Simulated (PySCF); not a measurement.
# From computed data to an observable: oscillator strength and radiative lifetime

C2H8O2Si, SMILES CO[SiH2]CO.

The structure is a stationary point at PBE0-D3(BJ)/def2-SVP. One conformer was computed; it need not be the lowest.

TDA-B3LYP/def2-SVPD run with PySCF puts the first singlet state with f over 0.02 at 7.24 eV (vertical), with the transition dipole (-0.080, 0.354, -0.098) in atomic units.

**Question.** Find the oscillator strength, the wavelength and the radiative lifetime that this transition would have in vacuum if emission retraced absorption.

**Answer.** 
|μ|² = 0.1413 au, so |μ| = 0.96 D. ΔE = 7.24/27.211 = 0.2661 hartree. f = (2/3) ΔE |μ|² = 0.025 (the program prints 0.025).
λ = 1239.84/7.24 = 171 nm; ν = 58395 cm⁻¹.
Einstein's coefficient A = 0.6670 ν² f s⁻¹ (ν in cm⁻¹) = 5.7e7 s⁻¹, so τ = 1/A = 18 ns. This state is S4; the lower singlets have f = 0.000, 0.001, 0.001. The figure is the radiative limit of this one transition; relaxation, internal conversion, crossing to triplets and a medium change what is measured.
